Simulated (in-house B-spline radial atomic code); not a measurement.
Response and correlation of Lu25+

Closed shell [Kr] 4d10. Computed with a B-spline radial code for spherical atoms: Dirac-Hartree-Fock, relativistic RPA (time-dependent Dirac-Hartree-Fock) for the response and second-order many-body perturbation theory for correlation, no-pair Dirac-Coulomb Hamiltonian, finite nucleus.

| multipole (bohr³, bohr⁵, bohr⁷) | uncoupled | coupled RPA |
| --- | --- | --- |
| dipole | 0.11589 | 0.098392 |
| quadrupole | 0.022561 | 0.023411 |
| octupole | 0.010237 | ? |

Q: What is the coupled octupole polarisability?

A: 0.011039 atomic units, +8 % against the uncoupled value.

Q: Which subshells carry the dipole polarisability?

A: 4d5/2 57.4 %, 4d3/2 36.0 %, 4p3/2 3.6 %.

Q: What does the dipole shielding factor come to?

A: The dipole shielding factor is 0.648, against the exact N/Z = 46/71 = 0.648 of the non-relativistic theorem.

Dipole polarisability at imaginary frequency:

```csv
u (Eh),α(iu) (bohr³)
0,0.09839
2.65,0.09124
6.63,0.06748
13.3,0.03831
19.9,0.0245
26.5,0.01725
39.8,0.01013
53,0.006828
66.3,0.004954
92.8,0.002989
133,0.00168
199,0.0008466
265,0.000509
398,0.0002417
663,9.245e-05
1330,2.408e-05
```

Q: What dispersion coefficients follow for two such ions (the dispersion part alone)?

A: C6 = (3/π)∫α(iu)²du = 0.0777 hartree·bohr⁶ and C8 = 0.1177 hartree·bohr⁸.

Lowest J = 1 odd-parity excitations:

```json
{"energy (eV)": "176.92", "oscillator strength": "0.00163", "leading channel": "4d5/2 → f5/2", "weight": "0.804"}
{"energy (eV)": "189.83", "oscillator strength": "0.0714", "leading channel": "4d3/2 → f5/2", "weight": "0.443"}
{"energy (eV)": "230.52", "oscillator strength": "5.24", "leading channel": "4d3/2 → f5/2", "weight": "0.538"}
{"energy (eV)": "351.2", "oscillator strength": "0.307", "leading channel": "4d3/2 → p1/2", "weight": "0.974"}
{"energy (eV)": "359.37", "oscillator strength": "0.624", "leading channel": "4d5/2 → p3/2", "weight": "0.958"}
{"energy (eV)": "372.26", "oscillator strength": "0.0799", "leading channel": "4d3/2 → p3/2", "weight": "0.97"}
{"energy (eV)": "477.38", "oscillator strength": "0.407", "leading channel": "4p3/2 → s1/2", "weight": "0.991"}
{"energy (eV)": "500.72", "oscillator strength": "0.0429", "leading channel": "4d5/2 → f5/2", "weight": "0.796"}
```

Second-order correlation energy by the highest angular momentum of the excited pair (hartree): s -0.02797, p -0.2328, d -0.6189, f -1.262, g -0.406, h -0.1809, i -0.08275, k -0.04243.

Q: What is the second-order correlation energy at the partial-wave limit?

A: The listed waves sum to -2.8537 hartree; extrapolating the increments as (l + 1/2)⁻⁴ gives -2.9404 hartree, -1.74 eV per electron.
